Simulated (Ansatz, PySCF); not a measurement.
Here is a job for PySCF.
```python
from pyscf import gto, scf, dft

mol = gto.Mole()
mol.atom = '''
    Br   -0.000000   -0.000000   -0.038935
    H     0.000000    0.000000    1.362726
'''
mol.basis = 'cc-pvdz'
mol.charge = 0
mol.spin = 0
mol.verbose = 4
mol.build()

mf = dft.RKS(mol)
mf.xc = 'camb3lyp'
mf.grids.atom_grid = (99, 590)
mf.grids.prune = None
mf.kernel()
```

Q: Write the same job for Ansatz (a first-principles code).

A: This is not unique; one that fits is 
Ansatz 0.2 input:
```yaml
crystal:
  periodic: [false, false, false]
  atoms:
    - {symbol: Br, position_ang: [-0.00000000, -0.00000000, -0.03893503]}
    - {symbol: H, position_ang: [0.00000000, 0.00000000, 1.36272591]}
basis:
  gaussian:
    orbitals: cc-pVDZ
hamiltonian:
  xc: cam_b3lyp
accuracy: high
```

Both were run: PySCF gave -2574.851972 Eh and Ansatz -2574.851972 Eh, 0.000 mEh apart.
